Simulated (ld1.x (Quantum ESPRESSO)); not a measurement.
**B: one change to a TM semilocal potential, before and after**

```json
{
  "Element": "B",
  "Generator": "ld1.x (Quantum ESPRESSO) 7.5",
  "Type": "norm-conserving Troullier–Martins (semilocal form)",
  "Functional": "PBEsol",
  "Relativity": "scalar-relativistic",
  "Frozen core": "[He]",
  "Valence charge": "3",
  "Reference configuration": "2s1.5 2p0 (charge +1.5)",
  "Partial waves": "2s (bound): rc 1.15 bohr; 2p (bound, empty): rc 3.25 bohr",
  "Local potential": "the p channel",
  "Core correction": "Bessel-smoothed model core, default radius (core density twice the valence density)"
}
```

All-electron outer shells of the reference configuration (PBEsol, scalar-relativistic, ld1.x):

```csv
shell,level (eV),outermost node (bohr),outermost maximum (bohr)
1s,-200.91,–,0.21
2s,-25.23,0.46,1.42
2p,-19.10,–,1.34
```

Change: type PAW, which also changes the form from semilocal to separable; waves now 2s (bound): rcut 1.00, rcutus 1.15 bohr; 2s channel at -0.8 Ry: rcut 1.00, rcutus 1.15 bohr; 2p (bound): rcut 2.85, rcutus 3.25 bohr; 2p channel at 0.95 Ry: rcut 2.85, rcutus 3.25 bohr; local potential all-electron potential smoothed inside 1.95 bohr (lloc = -1); augmentation BESSEL, radius 1.00 bohr.

Cutoffs: the cutoffs (Ry, on a coarse ladder) from which the occupation-weighted sum of valence levels, in a spherical-Bessel basis at the reference potential, stays within 10 and 1 mRy of its value at 400 Ry; they do not see the model core or the augmentation charge, which bear on the density cutoff. Errors are all-electron minus pseudo energies relative to the spin-unpolarised reference configuration.

Problem. How do hardness, ghosts and transferability respond?

Solution. The potential gets softer (21 Ry and 60 Ry → 21 Ry and 30 Ry); of the 7 tests that both files solve, the error grows in 0 and shrinks in 6 by more than 15 % and 0.3 meV (median size 111.9 → 32.8 meV); the range in which the s phases agree widens (upper end 2.8 → at the end of the scan); the range in which the p phases agree widens (upper end -0.7 → 2.8); neither file shows a bound ghost. In the semilocal form every listed channel keeps its own potential, so the choice of the local channel does not act on these tests. It acts once the file is put into the separable form. A semilocal file is local in each channel, so a ghost entry of none says nothing of the separable form that plane-wave codes build from it. Several settings change at once here, so the effects cannot be laid on one of them.

| quantity | base | changed |
| --- | --- | --- |
| cutoff, loose | 21 Ry | 21 Ry |
| cutoff, tight | 60 Ry | 30 Ry |
| bound ghosts | none | none |
| error for 2s2 2p1, meV [ΔE -19.28 eV] | +160 | +78 |
| error for 2s2 2p0, meV [ΔE -11.14 eV] | +4.1 | -0.2 |
| error for 2s1 2p0, meV [ΔE 14.12 eV] | +5.1 | -1.0 |
| error for 2s0 2p3, meV [ΔE -7.62 eV] | +398 | +33 |
| error for 2s1 2p1, meV [ΔE -5.01 eV] | +112 | +119 |
| error for 2s2 2p0.5, meV [ΔE -16.42 eV] | +91 | +28 |
| error for 2s1 2p2, meV [ΔE -13.46 eV] | +287 | +207 |
| s: phases at 3.57 bohr within 0.05 rad from the reference energy up to (Ry; the scan ends near 5) | 2.8 | to the end of the scan |
| p: phases at 3.57 bohr within 0.05 rad from the reference energy up to (Ry; the scan ends near 5) | -0.7 | 2.8 |
